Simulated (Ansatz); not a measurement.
Mulliken charges of `[F][Mo](=[S])([Cl])([Cl])[Cl]` from PBE/def2-TZVPP in Ansatz (PBE0-D4/def2-TZVP geometry).

```tsv
atom	x (Å)	y (Å)	z (Å)	charge (e)
F1	-1.644	-0.523	0.759	-0.276
Mo2	-0.013	-0.039	0.039	0.901
S3	1.391	-0.760	1.357	-0.124
Cl4	-0.396	-1.733	-1.424	-0.174
Cl5	1.242	0.952	-1.569	-0.152
Cl6	-0.538	2.039	0.791	-0.174
```

**Question.** By hand: the dipole of these point charges (1 e Å = 4.8032 D).

**Answer.** Σ q r = (0.243, 0.006, 0.006) e Å, of length 0.243 e Å = 1.17 D.

**Question.** How does the dipole of the full density compare? (Estimate.)

**Answer.** Ansatz gave: (0.241, -0.056, 0.111) e Å, 1.30 D; the point charges give 0.90 times that, at 27° from its direction.

Point charges leave out the atoms' own dipoles, such as those of lone pairs, and Mulliken's split depends on the basis, so the two needn't agree.
